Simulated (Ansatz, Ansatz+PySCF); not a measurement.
A single Mn atom.

Basis set: def2-SVP (spherical functions). Charge 0, multiplicity 6.

Computed with Ansatz (development build ahead of 0.2.0); each method stands on the lowest determinant of its kind that the runs found.

(1) Give the vertical ionization energy (product with multiplicity 7 at the same shape, open shells in the same class of orbitals) of sextet Mn by PBE0 (unrestricted), PBE0 (restricted open-shell), UHF, ROHF.

## Answers

(1)

```tsv
method	ionization energy
PBE0 (unrestricted)	7.02 eV
PBE0 (restricted open-shell)	6.98 eV
UHF	5.95 eV
ROHF	5.90 eV
```

Caution: no wide search was run, a lower solution can exist.
